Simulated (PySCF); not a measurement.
## K²⁺: ionisation energy

K²⁺ [Ne] 3s2 3p5 [3p1/2^2 3p3/2^3, M_J = 3/2] → K³⁺ [Ne] 3s2 3p4 [3p1/2^2 3p3/2^2, M_J = 2], as a difference of total energies. All numbers are calculated (PySCF 2.14, the two-component X2C-1e Hamiltonian, in an even-tempered Gaussian basis (22 s from 0.054 bohr⁻², ratio 2.4; 15 p from 0.071 bohr⁻², ratio 2.4; 5 d from 1.3 bohr⁻², ratio 2.6; 5 f from 2 bohr⁻², ratio 2.6)). Correlated levels: 1s2 frozen; the 52 highest virtual spinors dropped. "Screened" scales the spin-orbit matrix elements by Boettger's factors to mimic the two-electron term; Breit and QED terms are absent.

```csv
method,ionisation energy (eV)
GHF (spin-free),44.404
GMP2 (spin-free),45.131
GHF (screened spin-orbit),44.385
GMP2 (screened spin-orbit),45.113
```

Question: How much does correlation contribute at GMP2 (screened spin-orbit)?

Answer: 45.113 − (44.385) = 0.728 eV, measured against GHF (screened spin-orbit).

The labels give the starting determinants; with spin-orbit coupling the two ends relaxed to ⟨J²⟩ = 3.76, ⟨L²⟩ = 2.00, ⟨S²⟩ = 0.75 and ⟨J²⟩ = 6.01, ⟨L²⟩ = 2.02, ⟨S²⟩ = 1.99.

For comparison: 45.803 eV (semi-empirical (NIST evaluation); NIST Atomic Spectra Database, ionization energies).
